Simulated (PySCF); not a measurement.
Species: C₄H₈OSi.
SMILES with atom numbers: `[CH2:1]=[CH:2]/[CH:3]=[CH:4]\[O:5][SiH3:6]` (hydrogens: H7, H8 on C1; H9 on C2; H10 on C3; H11 on C4; H12, H13, H14 on Si6)

Computed geometry: GFN2-xTB, gas phase.

Some entries are withheld. Bonds in one row agree within 0.01 Å.

| coordinate | value |
| --- | --- |
| C1=C2 | 1.329 Å |
| C2–C3 | ? |
| C3=C4 | ? |
| C4–O5 | 1.344 Å |
| O5–Si6 | ? |
| C1–H7 | 1.078 Å |
| C1–H8 | 1.076 Å |
| C2–H9 | 1.081 Å |
| C3–H10 | 1.080 Å |
| C4–H11 | 1.084 Å |
| Si6–H12, Si6–H14 | 1.465 Å |
| Si6–H13 | 1.453 Å |
| C1–C2–C3 | 123.8° |
| C2–C3–C4 | ? |
| C3–C4–O5 | ? |
| C4–O5–Si6 | ? |

Question: Fill in the missing values.

Answer: 
- C2–C3 = 1.443 Å, drawn single (both ends alkene CH carbon); 0.02 Å below the sum of covalent radii, 1.46 Å.
- C3=C4 = 1.337 Å, drawn double (alkene CH carbon to vinylic carbon bearing oxygen); 0.12 Å below the sum of covalent radii, 1.46 Å.
- O5–Si6 = 1.627 Å, drawn single (silyl ether oxygen to oxygen-bound silicon); 0.14 Å below the sum of covalent radii, 1.77 Å.
- C2–C3–C4 = 124.0°, at the alkene CH carbon; the outer atoms are 2.456 Å apart.
- C3–C4–O5 = 122.8°, at the vinylic carbon bearing oxygen; the outer atoms are 2.354 Å apart.
- C4–O5–Si6 = 133.0°, at the silyl ether oxygen; the outer atoms are 2.727 Å apart.

Radii are Cordero's, carbon taken as 0.76, 0.73 or 0.69 Å for four, three, and two or fewer neighbours.

Whether it is a minimum is left open (no frequencies). One conformer, not necessarily the lowest (C1–C2–C3–C4 180°, C3–C4–O5–Si6 180°).
